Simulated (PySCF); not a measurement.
**C₆ coefficients of unlike pairs at UHF**

Calculated with PySCF 2.14 from the dipole response of each species, C₆(A,B) = (3/π) ∫ α_A(iu) α_B(iu) du, in atomic units, from isotropic polarisabilities. For ions this is the dispersion term alone; charge-induced terms of lower order in 1/R come first.

| species | configuration | basis | relativity | α (bohr³) | C₆ (like pair) |
| --- | --- | --- | --- | --- | --- |
| Cu+ | [Ar] 3d10 (1S) | aug-cc-pwCVTZ-PP with ECP10MDF (8s8p7d4f3g) | core potential | 4.805 | 14.62 |
| O | [He] 2s2 2p4 (3P) | dyall-av3z (15s9p3d2f) | none | 4.574 | 13.38 |
| Al(3+) | [Ne] (1S) | dyall-av3z (19s12p3d2f) | none | 0.1176 | 0.04120 |
| Cr(3+) | [Ar] 3d3 (4F) | aug-cc-pwCVTZ (10s9p7d4f3g) | none | 1.943 | 4.922 |

Question: Estimate C₆ for Cr(3+) with Cu+.

Answer: The integral gives 8.280. The combination rule 2 C_A C_B / (C_A α_B/α_A + C_B α_A/α_B) gives 7.956 and the geometric mean 8.481.

No spin-orbit coupling is included.

The other pairs:

```json
{"pair": "Al(3+), O", "C₆": "0.5954"}
{"pair": "Cr(3+), O", "C₆": "7.682"}
{"pair": "O, Cu+", "C₆": "13.82"}
{"pair": "Al(3+), Cu+", "C₆": "0.6792"}
{"pair": "Cr(3+), Al(3+)", "C₆": "0.4257"}
```
